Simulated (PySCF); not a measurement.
Computed with PySCF, PBE0, basis Br def2-TZVP, Cl def2-TZVP (no relativity, density fitting).

Each entry is the lowest minimum that a search over a few typed start shapes (and spin states, where more than one is plausible) found, or that minimum re-optimised at the stated level; isomers with ligand–ligand bonds, or fragments after loss of a ligand pair, can lie lower. Open shells are unrestricted.

BrCl2 is a doublet of C2v symmetry with Br–Cl 2.272 Å (×2); Cl–Br–Cl 148.7°. Its wavenumbers are 115, 252, 327 cm⁻¹.

Question: What changes when one electron is removed, giving BrCl₂⁺?

Answer: It costs 9.47 eV between the minima (9.50 eV with zero-point energy). BrCl₂⁺ is a singlet of C2v symmetry with Br–Cl 2.101 Å (×2); Cl–Br–Cl 105.9°; wavenumbers 164, 442, 453 cm⁻¹.
